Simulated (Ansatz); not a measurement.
A short molecular-dynamics run on ClH$_{4}$NO$_{2}$Sn, SMILES `[NH2][Sn]([OH])([OH])[Cl]`.

```yaml
crystal:
  periodic: [false, false, false]
  atoms:
    - {symbol: N, position_ang: [-0.765113, 0.353610, -1.574046]}
    - {symbol: Sn, position_ang: [0.097926, -0.038267, 0.169722]}
    - {symbol: O, position_ang: [1.132386, -1.662964, -0.077334]}
    - {symbol: O, position_ang: [-1.336295, -0.206870, 1.467824]}
    - {symbol: Cl, position_ang: [1.586787, 1.516955, 1.078646]}
    - {symbol: H, position_ang: [-1.364698, 1.167949, -1.559136]}
    - {symbol: H, position_ang: [-0.113713, 0.435315, -2.343358]}
    - {symbol: H, position_ang: [1.920524, -1.683130, 0.472290]}
    - {symbol: H, position_ang: [-1.069503, 0.071001, 2.348292]}
basis:
  gaussian: {orbitals: def2-SVP}
magnetization: {spin_polarized: true, initial_magnetization: 0}
hamiltonian: {xc: {name: revPBE}}
md: {timestep: 1 fs, n_steps: 30, ensemble: nvt_langevin, temperature: 500, initial_velocities: maxwell_boltzmann, friction: 0.01, seed: 696}
```

```sh
$ ansatz run in.yaml --threads 4 --pin off --events-out ev --progress --plain --max-ram 10444MiB
```

| step | time (fs) | potential energy (eV) | kinetic (eV) | T (K) | conserved (eV) |
| --- | --- | --- | --- | --- | --- |
| 0 | 0.0 | -23993.8818 | 0.5170 | 444 | – |
| 1 | 1.0 | -23993.8445 | 0.4930 | 424 | – |
| 2 | 2.0 | -23993.7747 | 0.4616 | 397 | – |
| 3 | 3.0 | -23993.7381 | 0.4034 | 347 | – |
| 4 | 4.0 | -23993.7587 | 0.3873 | 333 | – |
| 5 | 5.0 | -23993.7936 | 0.4236 | 364 | – |
| 6 | 6.0 | -23993.7671 | 0.3721 | 320 | – |
| 7 | 7.0 | -23993.6956 | 0.2490 | 214 | – |
| 8 | 8.0 | -23993.6941 | 0.2580 | 222 | – |
| 9 | 9.0 | -23993.7480 | 0.3144 | 270 | – |
| 10 | 10.0 | -23993.7423 | 0.3407 | 293 | – |
| 11 | 11.0 | -23993.6947 | 0.2833 | 244 | – |
| 12 | 12.0 | -23993.6908 | 0.2873 | 247 | – |
| 13 | 13.0 | -23993.7540 | 0.3717 | 320 | – |
| 14 | 14.0 | -23993.8191 | 0.3958 | 340 | – |
| 15 | 15.0 | -23993.8167 | 0.4125 | 355 | – |
| 16 | 16.0 | -23993.7928 | 0.3950 | 340 | – |
| 17 | 17.0 | -23993.8491 | 0.4499 | 387 | – |
| 18 | 18.0 | -23993.8970 | 0.4770 | 410 | – |
| 19 | 19.0 | -23993.8686 | 0.4602 | 396 | – |
| 20 | 20.0 | -23993.8228 | 0.4412 | 379 | – |
| 21 | 21.0 | -23993.8159 | 0.4660 | 401 | – |
| 22 | 22.0 | -23993.8459 | 0.5197 | 447 | – |
| 23 | 23.0 | -23993.8604 | 0.5186 | 446 | – |
| 24 | 24.0 | -23993.8262 | 0.4682 | 402 | – |
| 25 | 25.0 | -23993.7734 | 0.4620 | 397 | – |
| 26 | 26.0 | -23993.7672 | 0.4154 | 357 | – |
| 27 | 27.0 | -23993.7784 | 0.4651 | 400 | – |
| 28 | 28.0 | -23993.7344 | 0.3591 | 309 | – |
| 29 | 29.0 | -23993.6773 | 0.3404 | 293 | – |
| 30 | 30.0 | -23993.6698 | 0.3275 | 282 | – |

Velocities are drawn at the set temperature; a run this short doesn't reach equilibrium.

Frames (Å, forces in eV/Å):

```xyz
9
time=0.0 fs
N    -0.765    0.354   -1.574   -0.514   -0.449   -0.400
Sn    0.098   -0.038    0.170    0.226    0.474   -0.086
O     1.132   -1.663   -0.077    0.077   -1.204   -0.690
O    -1.336   -0.207    1.468   -1.327   -0.369    0.185
Cl    1.587    1.517    1.079    0.621    0.667    0.363
H    -1.365    1.168   -1.559   -0.387    0.551    0.005
H    -0.114    0.435   -2.343    0.435    0.070   -0.510
H     1.921   -1.683    0.472    0.604    0.033    0.458
H    -1.070    0.071    2.348    0.264    0.226    0.674
9
time=1.0 fs
N    -0.751    0.357   -1.574   -0.759   -0.173   -0.479
Sn    0.097   -0.039    0.171    0.282    0.493   -0.198
O     1.134   -1.660   -0.072   -0.522   -1.257   -1.104
O    -1.342   -0.205    1.460   -0.826    0.128    1.912
Cl    1.585    1.515    1.077    0.651    0.696    0.394
H    -1.362    1.169   -1.553   -0.285    0.354    0.011
H    -0.132    0.441   -2.370    0.492    0.019   -0.440
H     1.915   -1.664    0.463    1.277    0.005    0.889
H    -1.031    0.053    2.376   -0.310   -0.265   -0.986
9
time=2.0 fs
N    -0.737    0.360   -1.576   -1.009    0.200   -0.634
Sn    0.097   -0.040    0.172    0.302    0.516   -0.305
O     1.135   -1.657   -0.067   -0.506   -1.336   -1.090
O    -1.349   -0.203    1.454   -0.389    0.370    2.981
Cl    1.583    1.513    1.076    0.675    0.720    0.424
H    -1.364    1.170   -1.551   -0.083    0.053    0.016
H    -0.149    0.444   -2.398    0.472   -0.035   -0.279
H     1.921   -1.645    0.460    1.327    0.007    0.888
H    -0.991    0.034    2.394   -0.789   -0.496   -2.000
9
time=3.0 fs
N    -0.723    0.363   -1.578   -1.217    0.602   -0.879
Sn    0.096   -0.041    0.173    0.300    0.515   -0.413
O     1.136   -1.656   -0.062    0.049   -1.381   -0.710
O    -1.357   -0.201    1.451   -0.097    0.405    3.313
Cl    1.581    1.511    1.076    0.693    0.740    0.450
H    -1.368    1.172   -1.551    0.176   -0.286    0.011
H    -0.164    0.444   -2.427    0.370   -0.086    0.000
H     1.937   -1.629    0.462    0.807    0.007    0.520
H    -0.955    0.011    2.393   -1.080   -0.515   -2.293
9
time=4.0 fs
N    -0.711    0.366   -1.581   -1.263    0.818   -1.125
Sn    0.095   -0.041    0.174    0.297    0.474   -0.545
O     1.138   -1.656   -0.058    0.673   -1.372   -0.284
O    -1.363   -0.197    1.449   -0.078    0.281    2.868
Cl    1.579    1.510    1.075    0.705    0.758    0.475
H    -1.368    1.172   -1.551    0.305   -0.451    0.007
H    -0.177    0.443   -2.455    0.259   -0.134    0.308
H     1.957   -1.620    0.467    0.171    0.000    0.106
H    -0.931   -0.015    2.369   -1.069   -0.374   -1.810
9
time=5.0 fs
N    -0.701    0.370   -1.585   -1.150    0.774   -1.239
Sn    0.094   -0.042    0.176    0.289    0.401   -0.721
O     1.142   -1.657   -0.053    1.192   -1.312    0.085
O    -1.370   -0.194    1.448   -0.432    0.052    1.645
Cl    1.577    1.509    1.074    0.710    0.769    0.494
H    -1.364    1.168   -1.552    0.248   -0.382    0.004
H    -0.187    0.439   -2.477    0.203   -0.162    0.513
H     1.976   -1.614    0.472   -0.396   -0.010   -0.246
H    -0.918   -0.041    2.324   -0.664   -0.129   -0.535
9
time=6.0 fs
N    -0.691    0.373   -1.590   -0.971    0.556   -1.166
Sn    0.094   -0.043    0.178    0.274    0.313   -0.930
O     1.147   -1.659   -0.050    1.453   -1.224    0.300
O    -1.377   -0.190    1.448   -1.172   -0.203   -0.131
Cl    1.575    1.509    1.074    0.710    0.776    0.510
H    -1.357    1.159   -1.554    0.061   -0.162    0.000
H    -0.195    0.434   -2.493    0.230   -0.174    0.557
H     1.992   -1.609    0.473   -0.720   -0.021   -0.437
H    -0.910   -0.067    2.274    0.136    0.138    1.298
9
time=7.0 fs
N    -0.683    0.376   -1.596   -0.723    0.216   -1.009
Sn    0.093   -0.043    0.179    0.265    0.211   -1.124
O     1.152   -1.662   -0.047    1.316   -1.125    0.283
O    -1.383   -0.187    1.448   -1.909   -0.340   -1.615
Cl    1.574    1.508    1.074    0.712    0.782    0.524
H    -1.349    1.146   -1.557   -0.242    0.181    0.012
H    -0.204    0.428   -2.506    0.307   -0.185    0.498
H     1.998   -1.606    0.472   -0.655   -0.019   -0.392
H    -0.903   -0.091    2.237    0.929    0.279    2.824
9
time=8.0 fs
N    -0.675    0.378   -1.601   -0.528   -0.080   -0.789
Sn    0.093   -0.043    0.181    0.256    0.099   -1.273
O     1.158   -1.666   -0.043    0.918   -1.015    0.120
O    -1.390   -0.184    1.447   -1.772   -0.257   -1.489
Cl    1.573    1.508    1.074    0.718    0.789    0.533
H    -1.343    1.136   -1.564   -0.494    0.463    0.022
H    -0.208    0.419   -2.513    0.398   -0.185    0.368
H     1.997   -1.603    0.470   -0.335   -0.007   -0.201
H    -0.888   -0.112    2.229    0.840    0.193    2.708
9
time=9.0 fs
N    -0.668    0.380   -1.606   -0.595   -0.121   -0.467
Sn    0.093   -0.043    0.182    0.224   -0.012   -1.364
O     1.164   -1.670   -0.038    0.432   -0.914   -0.098
O    -1.398   -0.182    1.445   -0.704   -0.099    0.068
Cl    1.573    1.507    1.074    0.727    0.797    0.541
H    -1.343    1.131   -1.572   -0.489    0.467    0.008
H    -0.210    0.404   -2.517    0.503   -0.167    0.149
H     1.994   -1.600    0.469    0.071    0.017    0.041
H    -0.863   -0.131    2.247   -0.170    0.032    1.121
9
time=10.0 fs
N    -0.661    0.382   -1.611   -0.844    0.054   -0.148
Sn    0.093   -0.043    0.184    0.171   -0.124   -1.395
O     1.170   -1.675   -0.032    0.097   -0.815   -0.231
O    -1.408   -0.179    1.444    0.432   -0.033    1.631
Cl    1.573    1.506    1.074    0.741    0.811    0.550
H    -1.349    1.131   -1.580   -0.256    0.239   -0.040
H    -0.207    0.386   -2.518    0.563   -0.134   -0.045
H     1.994   -1.597    0.472    0.328    0.039    0.193
H    -0.837   -0.150    2.276   -1.232   -0.037   -0.515
9
time=11.0 fs
N    -0.655    0.383   -1.616   -1.089    0.288    0.058
Sn    0.094   -0.042    0.185    0.098   -0.240   -1.396
O     1.176   -1.679   -0.026    0.022   -0.697   -0.208
O    -1.417   -0.176    1.443    1.115   -0.061    2.476
Cl    1.573    1.505    1.075    0.759    0.828    0.558
H    -1.356    1.132   -1.589    0.048   -0.051   -0.096
H    -0.201    0.364   -2.521    0.550   -0.097   -0.118
H     2.001   -1.590    0.476    0.325    0.040    0.187
H    -0.825   -0.170    2.301   -1.828   -0.011   -1.460
9
time=12.0 fs
N    -0.650    0.384   -1.621   -1.171    0.444    0.047
Sn    0.095   -0.042    0.186    0.014   -0.348   -1.378
O     1.182   -1.685   -0.020    0.134   -0.553   -0.071
O    -1.424   -0.173    1.443    1.305   -0.119    2.585
Cl    1.573    1.504    1.075    0.772    0.839    0.562
H    -1.364    1.132   -1.601    0.295   -0.272   -0.139
H    -0.192    0.339   -2.526    0.431   -0.055    0.006
H     2.010   -1.580    0.482    0.139    0.015    0.068
H    -0.832   -0.191    2.310   -1.920    0.048   -1.679
9
time=13.0 fs
N    -0.645    0.386   -1.625   -1.065    0.458   -0.093
Sn    0.096   -0.041    0.186   -0.059   -0.441   -1.337
O     1.186   -1.692   -0.015    0.421   -0.376    0.168
O    -1.431   -0.170    1.444    1.031   -0.154    2.006
Cl    1.574    1.503    1.077    0.769    0.833    0.556
H    -1.368    1.130   -1.613    0.439   -0.378   -0.184
H    -0.177    0.313   -2.531    0.229    0.013    0.260
H     2.022   -1.571    0.490   -0.224   -0.040   -0.155
H    -0.864   -0.212    2.302   -1.542    0.085   -1.219
9
time=14.0 fs
N    -0.640    0.389   -1.629   -0.865    0.335   -0.150
Sn    0.096   -0.041    0.187   -0.109   -0.525   -1.265
O     1.192   -1.699   -0.010    0.710   -0.185    0.405
O    -1.437   -0.168    1.446    0.313   -0.102    0.669
Cl    1.576    1.504    1.078    0.747    0.808    0.539
H    -1.368    1.126   -1.625    0.440   -0.345   -0.225
H    -0.161    0.290   -2.533    0.071    0.081    0.424
H     2.036   -1.562    0.497   -0.600   -0.104   -0.379
H    -0.910   -0.233    2.283   -0.708    0.036   -0.018
9
time=15.0 fs
N    -0.635    0.394   -1.633   -0.593    0.065    0.000
Sn    0.097   -0.041    0.187   -0.136   -0.594   -1.162
O     1.198   -1.706   -0.006    0.858   -0.013    0.549
O    -1.441   -0.166    1.449   -0.680    0.077   -1.242
Cl    1.578    1.505    1.081    0.709    0.768    0.511
H    -1.364    1.119   -1.638    0.251   -0.133   -0.251
H    -0.147    0.269   -2.527    0.034    0.115    0.365
H     2.049   -1.557    0.501   -0.842   -0.145   -0.513
H    -0.962   -0.252    2.262    0.398   -0.140    1.743
9
time=16.0 fs
N    -0.630    0.398   -1.637   -0.254   -0.281    0.226
Sn    0.097   -0.041    0.188   -0.151   -0.641   -1.026
O     1.204   -1.711   -0.001    0.707    0.093    0.502
O    -1.447   -0.163    1.450   -1.222    0.280   -2.517
Cl    1.581    1.507    1.084    0.662    0.717    0.474
H    -1.359    1.108   -1.652   -0.038    0.165   -0.281
H    -0.132    0.247   -2.518    0.034    0.134    0.231
H     2.056   -1.556    0.498   -0.782   -0.130   -0.463
H    -1.008   -0.274    2.259    1.043   -0.339    2.854
9
time=17.0 fs
N    -0.625    0.402   -1.641    0.030   -0.529    0.351
Sn    0.097   -0.041    0.188   -0.158   -0.680   -0.874
O     1.211   -1.716    0.005    0.164    0.121    0.225
O    -1.453   -0.160    1.450   -0.766    0.239   -1.870
Cl    1.585    1.509    1.088    0.616    0.666    0.436
H    -1.354    1.102   -1.669   -0.228    0.357   -0.309
H    -0.117    0.225   -2.511   -0.012    0.162    0.186
H     2.055   -1.556    0.490   -0.319   -0.045   -0.184
H    -1.041   -0.301    2.283    0.674   -0.291    2.039
9
time=18.0 fs
N    -0.618    0.406   -1.645    0.125   -0.589    0.449
Sn    0.098   -0.042    0.188   -0.155   -0.709   -0.733
O     1.218   -1.720    0.011   -0.520    0.103   -0.125
O    -1.460   -0.157    1.449    0.036   -0.048   -0.195
Cl    1.589    1.510    1.091    0.569    0.614    0.397
H    -1.351    1.100   -1.687   -0.247    0.374   -0.318
H    -0.106    0.202   -2.506   -0.044    0.178    0.149
H     2.052   -1.551    0.479    0.304    0.069    0.167
H    -1.066   -0.333    2.325   -0.068    0.007    0.208
9
time=19.0 fs
N    -0.610    0.410   -1.650    0.042   -0.492    0.546
Sn    0.098   -0.042    0.189   -0.150   -0.720   -0.604
O     1.223   -1.725    0.017   -1.025    0.090   -0.365
O    -1.466   -0.155    1.449    0.579   -0.363    1.202
Cl    1.593    1.512    1.095    0.517    0.556    0.356
H    -1.347    1.104   -1.708   -0.126    0.255   -0.300
H    -0.097    0.181   -2.503   -0.043    0.173    0.088
H     2.053   -1.543    0.467    0.761    0.163    0.408
H    -1.093   -0.362    2.368   -0.554    0.338   -1.332
9
time=20.0 fs
N    -0.602    0.413   -1.655   -0.246   -0.202    0.573
Sn    0.098   -0.042    0.189   -0.153   -0.721   -0.479
O     1.227   -1.730    0.023   -1.053    0.160   -0.343
O    -1.473   -0.153    1.449    0.778   -0.559    1.886
Cl    1.597    1.515    1.099    0.460    0.495    0.315
H    -1.345    1.113   -1.734    0.199   -0.056   -0.237
H    -0.089    0.161   -2.500   -0.042    0.166    0.047
H     2.061   -1.533    0.461    0.744    0.166    0.387
H    -1.124   -0.386    2.398   -0.688    0.551   -2.148
9
time=21.0 fs
N    -0.594    0.415   -1.660   -0.598    0.145    0.579
Sn    0.098   -0.043    0.189   -0.177   -0.711   -0.361
O     1.231   -1.735    0.029   -0.638    0.330   -0.102
O    -1.479   -0.152    1.449    0.719   -0.591    1.848
Cl    1.601    1.517    1.103    0.403    0.435    0.274
H    -1.344    1.122   -1.764    0.570   -0.413   -0.130
H    -0.080    0.141   -2.496   -0.019    0.143   -0.015
H     2.076   -1.519    0.461    0.288    0.060    0.144
H    -1.165   -0.403    2.407   -0.549    0.602   -2.236
9
time=22.0 fs
N    -0.586    0.418   -1.666   -0.738    0.295    0.600
Sn    0.098   -0.044    0.189   -0.218   -0.691   -0.266
O     1.235   -1.740    0.036   -0.074    0.546    0.195
O    -1.484   -0.151    1.451    0.473   -0.415    1.065
Cl    1.604    1.520    1.108    0.346    0.376    0.236
H    -1.340    1.123   -1.798    0.719   -0.560   -0.020
H    -0.070    0.124   -2.493    0.019    0.103   -0.077
H     2.095   -1.504    0.462   -0.317   -0.097   -0.156
H    -1.211   -0.414    2.394   -0.208    0.443   -1.576
9
time=23.0 fs
N    -0.576    0.422   -1.671   -0.577    0.177    0.597
Sn    0.098   -0.044    0.189   -0.256   -0.687   -0.169
O     1.239   -1.745    0.044    0.259    0.723    0.358
O    -1.489   -0.150    1.454    0.122   -0.017   -0.390
Cl    1.607    1.522    1.113    0.292    0.323    0.199
H    -1.329    1.115   -1.830    0.577   -0.437    0.050
H    -0.059    0.110   -2.491    0.038    0.066   -0.077
H     2.112   -1.492    0.456   -0.700   -0.208   -0.323
H    -1.257   -0.418    2.369    0.247    0.062   -0.245
9
time=24.0 fs
N    -0.567    0.425   -1.675   -0.108   -0.195    0.492
Sn    0.098   -0.045    0.189   -0.298   -0.683   -0.069
O     1.242   -1.750    0.053    0.223    0.810    0.335
O    -1.493   -0.149    1.457   -0.190    0.483   -2.071
Cl    1.610    1.524    1.117    0.241    0.270    0.162
H    -1.311    1.103   -1.861    0.185   -0.093    0.069
H    -0.049    0.098   -2.493   -0.008    0.066    0.063
H     2.120   -1.479    0.445   -0.699   -0.234   -0.302
H    -1.301   -0.418    2.346    0.655   -0.423    1.320
9
time=25.0 fs
N    -0.559    0.429   -1.678    0.475   -0.656    0.331
Sn    0.098   -0.046    0.189   -0.361   -0.645    0.015
O     1.244   -1.754    0.063   -0.037    0.815    0.210
O    -1.498   -0.147    1.458   -0.300    0.825   -3.130
Cl    1.612    1.526    1.123    0.190    0.211    0.123
H    -1.294    1.089   -1.892   -0.269    0.302    0.053
H    -0.039    0.088   -2.497   -0.104    0.103    0.294
H     2.118   -1.461    0.429   -0.436   -0.204   -0.177
H    -1.338   -0.421    2.334    0.842   -0.751    2.282
9
time=26.0 fs
N    -0.551    0.432   -1.682    0.753   -0.865    0.330
Sn    0.098   -0.047    0.190   -0.421   -0.593    0.085
O     1.245   -1.756    0.073   -0.497    0.724    0.016
O    -1.504   -0.144    1.457   -0.158    0.724   -2.731
Cl    1.615    1.529    1.128    0.140    0.152    0.083
H    -1.283    1.078   -1.918   -0.514    0.502    0.048
H    -0.029    0.082   -2.497   -0.107    0.088    0.349
H     2.111   -1.443    0.410    0.049   -0.097    0.018
H    -1.370   -0.430    2.342    0.755   -0.636    1.802
9
time=27.0 fs
N    -0.542    0.434   -1.686    0.644   -0.743    0.401
Sn    0.098   -0.049    0.191   -0.462   -0.553    0.143
O     1.246   -1.759    0.082   -0.948    0.602   -0.150
O    -1.510   -0.140    1.455    0.077    0.204   -1.088
Cl    1.617    1.530    1.133    0.100    0.104    0.049
H    -1.280    1.069   -1.941   -0.450    0.427    0.112
H    -0.019    0.074   -2.492   -0.036    0.025    0.249
H     2.105   -1.427    0.389    0.530    0.035    0.184
H    -1.397   -0.448    2.370    0.544   -0.102    0.100
9
time=28.0 fs
N    -0.532    0.434   -1.689    0.272   -0.405    0.417
Sn    0.098   -0.050    0.191   -0.479   -0.524    0.193
O     1.247   -1.762    0.091   -1.136    0.553   -0.205
O    -1.515   -0.136    1.451    0.204   -0.313    0.437
Cl    1.620    1.531    1.137    0.068    0.066    0.020
H    -1.281    1.064   -1.965   -0.150    0.158    0.255
H    -0.010    0.065   -2.486    0.058   -0.052    0.104
H     2.105   -1.414    0.366    0.743    0.091    0.236
H    -1.420   -0.468    2.399    0.420    0.426   -1.459
9
time=29.0 fs
N    -0.523    0.435   -1.692   -0.205   -0.006    0.523
Sn    0.099   -0.051    0.192   -0.479   -0.490    0.228
O     1.246   -1.765    0.098   -1.136    0.572   -0.193
O    -1.520   -0.130    1.447    0.230   -0.587    1.168
Cl    1.622    1.532    1.142    0.036    0.028   -0.006
H    -1.281    1.062   -1.986    0.190   -0.130    0.408
H     0.001    0.059   -2.476    0.212   -0.171   -0.152
H     2.108   -1.403    0.345    0.758    0.079    0.221
H    -1.437   -0.482    2.413    0.393    0.705   -2.198
9
time=30.0 fs
N    -0.513    0.434   -1.696   -0.577    0.299    0.645
Sn    0.099   -0.053    0.192   -0.485   -0.448    0.256
O     1.246   -1.768    0.105   -0.946    0.660   -0.133
O    -1.524   -0.125    1.443    0.230   -0.594    1.106
Cl    1.624    1.532    1.147    0.006   -0.006   -0.030
H    -1.279    1.059   -2.005    0.451   -0.346    0.520
H     0.014    0.050   -2.465    0.340   -0.271   -0.389
H     2.115   -1.395    0.324    0.574   -0.004    0.158
H    -1.447   -0.490    2.403    0.407    0.709   -2.134
```

Run time 53 s (4 threads of an Arm Neoverse V2 on a shared host); peak host memory 0.19 GiB.
